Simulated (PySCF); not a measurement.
# Oscillator strengths, rates and cross-sections

Species: C₄H₆GeOSi.
Structure used (PBE0-D3(BJ)/def2-SVP), in Å, numbered top down from 1:
```
atom  x, y, z in Å
C1     3.5273   -1.8895    0.6165
C2     2.6327   -1.1316    0.2918
C3     1.6232   -0.2802   -0.0728
C4     0.7229    0.4839   -0.3971
Ge5   -0.6974    1.6513   -0.8845
O6    -2.1656    0.6788   -1.0748
Si7   -2.8471   -0.6155   -0.2862
H8     4.3190   -2.5576    0.9030
H9    -0.9132    2.6739    0.2398
H10   -0.4155    2.2910   -2.2459
H11   -4.0897   -0.9879   -1.0203
H12   -1.9132   -1.7821   -0.2584
H13   -3.1972   -0.2533    1.1232
```

Method used: TDDFT B3LYP/def2-SVPD, vertical, gas phase, core orbitals frozen in the response in PySCF. The B3LYP/def2-SVPD calculation is non-relativistic and has no spin–orbit coupling, an omission that weighs most on germanium.

Relations used (vacuum, state to state): A = 0.6670 f ν̃² s⁻¹ (ν̃ in cm⁻¹); τ = 1/A; f = (2/3) ΔE |μ|² in atomic units; ∫σ dE = 109.76 f Mb·eV.

Only emission to the ground state at the vertical energy is counted.

Energies and rates of the computed singlets with f of 0.002 or more:

```csv
state,λ (nm),A (s⁻¹)
S2,273.5,2.23×10⁶
S5,202.1,1.36×10⁸
S6,201.1,1.52×10⁷
```

Problem. Which f and |μ| stand behind these rates?

Solution. f = A / (0.6670 ν̃²), and |μ| follows from f:

| state | f | \|μ\| (D) | τ | main configurations (H = HOMO, L = LUMO) |
| --- | --- | --- | --- | --- |
| S2 | 0.0025 | 0.38 | 450 ns | H-1→L (53%), H→L+1 (46%) |
| S5 | 0.083 | 1.89 | 7.3 ns | H-2→L+1 (54%), H-3→L (38%) |
| S6 | 0.0092 | 0.63 | 66 ns | H-3→L (55%), H-2→L+1 (42%) |

Problem. By what factor does the largest A in the list exceed the smallest?

Solution. S5 has 61 times the rate of S2.

Problem. Which computed singlets stay under f = 0.002?

Solution. S1 (4.33 eV, f 0.0001), S3 (4.61 eV, f 0.0001) and S4 (5.75 eV, f 0.0006).

Problem. How much energy does a mole of photons resonant with S5 carry?

Solution. 6.135 eV × 96.485 = 592 kJ/mol (141 kcal/mol).

One conformer stands for the species.
